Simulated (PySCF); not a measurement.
thiophene (C4H4S), singlet, at a GFN2-xTB geometry; SVWN5/6-31G (PySCF).

PySCF was given this input:
```python
from pyscf import gto, scf, dft

mol = gto.Mole()
mol.atom = '''
    S     0.008638   -0.007341    1.192886
    C     0.002988    1.225833   -0.005095
    C    -0.003171   -1.225678   -0.020136
    C    -0.007387    0.715073   -1.261196
    C    -0.010941   -0.699498   -1.269875
    H     0.007731    2.253480    0.299008
    H    -0.003601   -2.256990    0.271334
    H    -0.012358    1.318248   -2.151350
    H    -0.018915   -1.291672   -2.167363
'''
mol.basis = '6-31g'
mol.charge = 0
mol.spin = 0
mol.verbose = 4
mol.build()

mf = dft.RKS(mol)
mf.xc = 'lda,vwn'
mf.diis_space = 2
mf.kernel()
```

Predict the main parts of the log of this PySCF run.


```
PySCF version 2.14.0

[INPUT] verbose = 4
[INPUT] num. atoms = 9
[INPUT] num. electrons = 44
[INPUT] charge = 0
[INPUT] spin (= nelec alpha-beta = 2S) = 0
[INPUT] symmetry False subgroup None
[INPUT] Mole.unit = angstrom
[INPUT] Symbol           X                Y                Z      unit          X                Y                Z       unit  Magmom
[...]
nuclear repulsion = 203.525783892669
number of shells = 35
number of NR pGTOs = 150
number of NR cGTOs = 57
basis = 6-31g
ecp = {}

******** <class 'pyscf.dft.rks.RKS'> ********
method = RKS
initial guess = minao
damping factor = 0
level_shift factor = 0
DIIS = <class 'pyscf.scf.diis.CDIIS'>
diis_start_cycle = 1
diis_space = 2
diis_damp = 0
SCF conv_tol = 1e-09
SCF conv_tol_grad = None
SCF max_cycles = 50
direct_scf = True
direct_scf_tol = 1e-13
XC library pyscf.dft.libxc version 7.1.2
    S. Lehtola, C. Steigemann, M. J. T. Oliveira, and M. A. L. Marques,  SoftwareX 7, 1–5 (2018)
XC functionals = lda,vwn
    P. A. M. Dirac,  Math. Proc. Cambridge Philos. Soc. 26, 376 (1930)
    F. Bloch,  Z. Phys. 57, 545 (1929)
    S. H. Vosko, L. Wilk, and M. Nusair,  Can. J. Phys. 58, 1200 (1980)
radial grids:
    Treutler-Ahlrichs [JCP 102, 346 (1995); DOI:10.1063/1.469408] (M4) radial grids

becke partition: Becke, JCP 88, 2547 (1988); DOI:10.1063/1.454033
pruning grids: <function nwchem_prune>
grids dens level: 3
symmetrized grids: False
atomic radii adjust function: <function treutler_atomic_radii_adjust>
small_rho_cutoff = 0
Set gradient conv threshold to 3.16228e-05
Initial guess from minao.
tot grids = 114584
init E= -550.864042401025
[...]
cycle= 1 E= -550.056068533182  delta_E= 0.808  |g|= 0.455  |ddm|= 3.35
[...]
cycle= 2 E= -549.926127482757  delta_E= 0.13  |g|= 0.782  |ddm|= 1.56
[...]
cycle= 3 E= -550.105959484764  delta_E= -0.18  |g|= 0.17  |ddm|= 1.32
[...]
cycle= 4 E= -550.100572892946  delta_E= 0.00539  |g|= 0.225  |ddm|= 0.521
[...]
cycle= 5 E= -550.113108819038  delta_E= -0.0125  |g|= 0.0929  |ddm|= 0.28
[...]
cycle= 6 E= -550.10156940053  delta_E= 0.0115  |g|= 0.206  |ddm|= 0.449
[...]
cycle= 7 E= -550.114504871384  delta_E= -0.0129  |g|= 0.0705  |ddm|= 0.339
[...]
cycle= 8 E= -550.112170431461  delta_E= 0.00233  |g|= 0.115  |ddm|= 0.193
[...]
cycle= 9 E= -550.114819271324  delta_E= -0.00265  |g|= 0.0563  |ddm|= 0.181
[...]
cycle= 10 E= -550.111121277198  delta_E= 0.0037  |g|= 0.124  |ddm|= 0.236
[...]
cycle= 11 E= -550.115453763093  delta_E= -0.00433  |g|= 0.0381  |ddm|= 0.151
[...]
cycle= 12 E= -550.114142673939  delta_E= 0.00131  |g|= 0.0731  |ddm|= 0.154
[...]
cycle= 13 E= -550.115524344529  delta_E= -0.00138  |g|= 0.0347  |ddm|= 0.135
[...]
cycle= 14 E= -550.114872915213  delta_E= 0.000651  |g|= 0.0606  |ddm|= 0.0951
[...]
cycle= 15 E= -550.115667760968  delta_E= -0.000795  |g|= 0.0253  |ddm|= 0.0728
[...]
cycle= 16 E= -550.114794112284  delta_E= 0.000874  |g|= 0.0576  |ddm|= 0.12
[...]
cycle= 17 E= -550.115781078788  delta_E= -0.000987  |g|= 0.0191  |ddm|= 0.0852
[...]
cycle= 18 E= -550.11557533718  delta_E= 0.000206  |g|= 0.0322  |ddm|= 0.0583
[...]
cycle= 19 E= -550.115785632088  delta_E= -0.00021  |g|= 0.0173  |ddm|= 0.0573
[...]
cycle= 20 E= -550.115535941315  delta_E= 0.00025  |g|= 0.0345  |ddm|= 0.0599
[...]
cycle= 21 E= -550.11583739737  delta_E= -0.000301  |g|= 0.0118  |ddm|= 0.0378
[...]
cycle= 22 E= -550.115682607153  delta_E= 0.000155  |g|= 0.0244  |ddm|= 0.0531
[...]
cycle= 23 E= -550.115851890281  delta_E= -0.000169  |g|= 0.0101  |ddm|= 0.0425
[...]
cycle= 24 E= -550.115804746924  delta_E= 4.71e-05  |g|= 0.0167  |ddm|= 0.0261
[...]
cycle= 25 E= -550.115858545997  delta_E= -5.38e-05  |g|= 0.00817  |ddm|= 0.0242
[...]
cycle= 26 E= -550.11577547592  delta_E= 8.31e-05  |g|= 0.0184  |ddm|= 0.0356
[...]
cycle= 27 E= -550.115871497312  delta_E= -9.6e-05  |g|= 0.00571  |ddm|= 0.0235
[...]
cycle= 28 E= -550.115847235098  delta_E= 2.43e-05  |g|= 0.0103  |ddm|= 0.021
[...]
cycle= 29 E= -550.115872409869  delta_E= -2.52e-05  |g|= 0.00524  |ddm|= 0.0192
[...]
cycle= 30 E= -550.115856023425  delta_E= 1.64e-05  |g|= 0.00946  |ddm|= 0.0152
[...]
cycle= 31 E= -550.115876201616  delta_E= -2.02e-05  |g|= 0.00373  |ddm|= 0.0107
[...]
cycle= 32 E= -550.115857757445  delta_E= 1.84e-05  |g|= 0.00834  |ddm|= 0.0177
[...]
cycle= 33 E= -550.115878425762  delta_E= -2.07e-05  |g|= 0.00292  |ddm|= 0.013
[...]
cycle= 34 E= -550.115874120197  delta_E= 4.31e-06  |g|= 0.00481  |ddm|= 0.00825
[...]
cycle= 35 E= -550.115878651834  delta_E= -4.53e-06  |g|= 0.00254  |ddm|= 0.00817
[...]
cycle= 36 E= -550.115872319812  delta_E= 6.33e-06  |g|= 0.00533  |ddm|= 0.0096
[...]
cycle= 37 E= -550.115879855757  delta_E= -7.54e-06  |g|= 0.00172  |ddm|= 0.00604
[...]
cycle= 38 E= -550.115876884625  delta_E= 2.97e-06  |g|= 0.00342  |ddm|= 0.0074
[...]
cycle= 39 E= -550.115880082509  delta_E= -3.2e-06  |g|= 0.00153  |ddm|= 0.00617
[...]
cycle= 40 E= -550.115878962856  delta_E= 1.12e-06  |g|= 0.00256  |ddm|= 0.00398
[...]
cycle= 41 E= -550.115880295922  delta_E= -1.33e-06  |g|= 0.00117  |ddm|= 0.00339
[...]
cycle= 42 E= -550.115878459442  delta_E= 1.84e-06  |g|= 0.00268  |ddm|= 0.00537
[...]
cycle= 43 E= -550.115880557257  delta_E= -2.1e-06  |g|= 0.000846  |ddm|= 0.00367
[...]
cycle= 44 E= -550.11588009596  delta_E= 4.61e-07  |g|= 0.00147  |ddm|= 0.00285
[...]
cycle= 45 E= -550.11588056884  delta_E= -4.73e-07  |g|= 0.000774  |ddm|= 0.00271
[...]
cycle= 46 E= -550.115880148745  delta_E= 4.2e-07  |g|= 0.00147  |ddm|= 0.00244
[...]
cycle= 47 E= -550.115880663302  delta_E= -5.15e-07  |g|= 0.000535  |ddm|= 0.0016
[...]
cycle= 48 E= -550.115880306681  delta_E= 3.57e-07  |g|= 0.00116  |ddm|= 0.0025
[...]
cycle= 49 E= -550.115880702091  delta_E= -3.95e-07  |g|= 0.00044  |ddm|= 0.00192
[...]
cycle= 50 E= -550.115880611211  delta_E= 9.09e-08  |g|= 0.000718  |ddm|= 0.00117
SCF not converged.
SCF energy = -550.115880611211
```

Convergence was not reached.
